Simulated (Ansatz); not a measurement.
Ansatz (a quantum-chemistry and plane-wave program) input (CCSD(T)/def2-SVPD):

Ansatz 0.2 input:
```yaml
crystal:
  periodic: [false, false, false]
  atoms:
    - {symbol: Hg, position_ang: [0.00000000, 0.00000000, 0.00000000]}
    - {symbol: I, position_ang: [-0.00000000, -0.00000000, -2.61216370]}
    - {symbol: I, position_ang: [0.00000000, 0.00000000, 2.61216370]}
basis:
  gaussian:
    orbitals: def2-SVPD
total_charge: 1
magnetization: {spin_polarized: true, initial_magnetization: 1}
correlation: {method: ccsd_t, electrons: outside_noble_gas}
output: {forces: true}
```

Output:

```
Functional definition: HF
integrals: 0.28 GiB planned
1211 factors; integrals over basis functions are off by at most 1.4e-4 eV
mean field: 0.80 GiB planned
mean field evaluation 1: about -20286.4932 eV, gradient 1.2e1 eV
mean field evaluation 2: about -20286.8156 eV, gradient 1.3e1 eV
mean field evaluation 4: about -20288.0594 eV, gradient 1.3e0 eV
mean field evaluation 8: about -20288.0949 eV, gradient 7.2e-2 eV
mean field evaluation 16: about -20288.0951 eV, gradient 1.3e-3 eV
mean field evaluation 32: about -20288.6567 eV, gradient 1.7e-6 eV
mean field evaluation 64: about -20288.6064 eV, gradient 2.3e0 eV
mean field evaluation 96: about -20288.0951 eV, gradient 1.2e-2 eV
mean field evaluation 128: about -20287.4959 eV, gradient 2.1e-6 eV
mean field evaluation 160: about -20288.6542 eV, gradient 3.9e-1 eV
mean field evaluation 192: about -20287.5646 eV, gradient 6.3e-1 eV
mean field evaluation 224: about -20284.3446 eV, gradient 1.2e1 eV
mean field evaluation 256: about -20288.6567 eV, gradient 1.5e-2 eV
mean field evaluation 288: about -20288.6567 eV, gradient 4.3e-2 eV
mean field evaluation 320: about -20286.0156 eV, gradient 7.1e-2 eV
mean field evaluation 352: about -20286.0054 eV, gradient 3.7e-3 eV
mean field evaluation 384: about -20286.0054 eV, gradient 5.7e-4 eV
mean field evaluation 416: about -20286.0005 eV, gradient 6.5e-1 eV
mean field evaluation 448: about -20285.8352 eV, gradient 3.7e-2 eV
mean field evaluation 480: about -20285.8352 eV, gradient 1.6e-3 eV
mean field evaluation 512: about -20287.5716 eV, gradient 3.1e-3 eV
mean field evaluation 544: about -20285.7311 eV, gradient 3.7e0 eV
mean field evaluation 576: about -20285.3303 eV, gradient 2.9e-2 eV
mean field evaluation 608: about -20287.5708 eV, gradient 2.2e-1 eV
mean field evaluation 640: about -20287.4959 eV, gradient 8.7e-3 eV
mean field evaluation 672: about -20285.3175 eV, gradient 5.7e-1 eV
mean field evaluation 704: about -20288.0951 eV, gradient 2.8e-4 eV
mean field evaluation 736: about -20287.4957 eV, gradient 8.8e-2 eV
mean field evaluation 768: about -20285.1652 eV, gradient 4.5e0 eV
mean field evaluation 800: about -20288.0951 eV, gradient 3.4e-4 eV
mean field evaluation 832: about -20285.3302 eV, gradient 6.2e-2 eV
mean field -20288.65673644 eV, -745.5943829186 hartree, gradient 2.8e-6 eV, S^2 0.758609; 21 other end points of the search recorded, 0 dependent functions left out
determinant -20288.65673644 eV, -745.5943829186 hartree, with singles and doubles -20301.62994450 eV, -746.0711395213 hartree
determinant -20288.09511445 eV, -745.5737436913 hartree, with singles and doubles -20301.60564657 eV, -746.0702465890 hartree
determinant -20287.57161564 eV, -745.5545054647 hartree, with singles and doubles -20301.18619553 eV, -746.0548320474 hartree
determinant -20287.49590538 eV, -745.5517231642 hartree, with singles and doubles -20300.65358053 eV, -746.0352588072 hartree
determinant -20286.01577666 eV, -745.4973294369 hartree, with singles and doubles -20298.91371634 eV, -745.9713199777 hartree
determinant -20286.00540658 eV, -745.4969483435 hartree, with singles and doubles -20298.90176073 eV, -745.9708806169 hartree
determinant -20285.85450226 eV, -745.4914027122 hartree, with singles and doubles -20298.74329764 eV, -745.9650572060 hartree
determinant -20285.83522107 eV, -745.4906941412 hartree, with singles and doubles -20298.71655645 eV, -745.9640744854 hartree
determinant -20285.33036697 eV, -745.4721410952 hartree, with singles and doubles -20298.55503105 eV, -745.9581385364 hartree
determinant -20288.65673644 eV, -745.5943829186 hartree, with singles and doubles -20301.64365895 eV, -746.0716435182 hartree
determinant -20288.09511445 eV, -745.5737436913 hartree, with singles and doubles -20301.62018098 eV, -746.0707807185 hartree
determinant -20288.65673644 eV, -745.5943829186 hartree, with singles and doubles -20301.66499434 eV, -746.0724275794 hartree
determinant -20288.09511445 eV, -745.5737436913 hartree, with singles and doubles -20301.61690828 eV, -746.0706604490 hartree
determinant -20287.57161564 eV, -745.5545054647 hartree, with singles and doubles -20301.17925301 eV, -746.0545769147 hartree
22 core orbitals not correlated
reference -20288.65673644 eV, -745.5943829186 hartree; 13, 12 occupied and 70, 71 virtual orbitals, 1211 factors
densities: 1.12 GiB planned
second order -12.83175918 eV of doubles, -0.00000000 eV of singles
coupled cluster: 0.76 GiB planned
cycle   1  -13.00825836 eV  change   -4.5e-7 eV  update   4.2e-6
cycle   2  -13.00826018 eV  change   -1.8e-6 eV  update   2.6e-6
cycle   3  -13.00826076 eV  change   -5.9e-7 eV  update   1.7e-6
cycle   4  -13.00826026 eV  change    5.0e-7 eV  update   6.5e-7
perturbative correction -0.36029579 eV, -0.0132406260 hartree
the calculation of the forces begins
WARN: the results are in doubt because the forces break the atoms' symmetry
Total energy: -20302.02529249 eV, -746.0856682920 hartree
Atom 0 at     0.000000     0.000000     0.000000 Å, force    -0.000000    -0.000000    -1.206141 eV/Å
Atom 1 at    -0.000000    -0.000000    -2.612164 Å, force     0.000000    -0.000000     0.219931 eV/Å
Atom 2 at     0.000000     0.000000     2.612164 Å, force    -0.000000     0.000000     0.986210 eV/Å
Dipole moment:    -0.000000     0.000000     0.820936 e Å
In doubt: the forces break the atoms' symmetry
```

The spin state was set by rule; other spins were not relaxed.

The program attaches cautions to this result: asymmetric forces.
